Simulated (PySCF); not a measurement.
Optical rotation: `InChI=1S/C5H10ClFSi/c1-3-4(7)5(3)8(2)6/h3-5,8H,1-2H3/t3-,4-,5-,8-/m0/s1`

Geometry (Å), atoms numbered from 1 in this order:
```xyz
18

C    -1.2217   -0.6912    1.3711
C    -1.1009   -1.0074   -0.0971
C    -1.5927   -0.0445   -1.1196
F    -2.2391   -0.5340   -2.2190
C    -0.1180   -0.2920   -1.0034
Si    1.0837    1.0677   -0.4740
C     2.3396    0.4068    0.7872
Cl    0.0708    2.6229    0.3502
H    -2.1977   -1.0036    1.7390
H    -1.1104    0.3741    1.5510
H    -0.4586   -1.2241    1.9351
H    -1.2649   -2.0542   -0.3296
H    -2.0213    0.9066   -0.8310
H     0.2711   -0.9213   -1.7963
H     1.7410    1.5845   -1.6771
H     2.8582   -0.4656    0.4026
H     3.0882    1.1591    1.0187
H     1.8641    0.1225    1.7222
```

Theory: TDDFT CAM-B3LYP/def2-SVPD circular dichroism and optical rotation, one conformer, gas phase in PySCF. Geometry: GFN2-xTB.

The molecule is flexible and this is one conformer; a measurement averages over conformers.

Stereocentres: C2 S, C3 S, C5 S, Si6 S.

**Question.** Give the optical rotatory dispersion at 633, 589.3, 546, 436, 405, 365, 355 nm.

**Answer.** [α] in deg dm⁻¹ (g/mL)⁻¹:
| λ (nm) | origin-invariant length gauge | modified velocity gauge | length gauge (centre of mass) | isotropic polarisability (au) |
| --- | --- | --- | --- | --- |
| 633 | +18.9 | +15.4 | +17.6 | 96.7 |
| 589.3 | +22.1 | +18.0 | +20.5 | 97.0 |
| 546 | +26.1 | +21.3 | +24.2 | 97.4 |
| 436 | +43.4 | +35.7 | +40.3 | 99.0 |
| 405 | +51.5 | +42.5 | +47.9 | 99.8 |
| 365 | +66.1 | +54.8 | +61.6 | 101.0 |
| 355 | +70.8 | +58.7 | +65.9 | 101.4 |

**Question.** And for the mirror image at 589.3 nm?

**Answer.** -22.1 deg dm⁻¹ (g/mL)⁻¹ (origin-invariant length gauge): the same size and the opposite sign.

**Question.** What is the molar rotation [Φ] = [α]·M/100 of the geometry above at 589.3 nm?

**Answer.** With M = 152.67 g/mol, +33.7 deg cm² dmol⁻¹ (origin-invariant length gauge).

The first excitation lies at 7.57 eV (164 nm) with R = +7.0 × 10⁻⁴⁰ esu² cm² (velocity form).
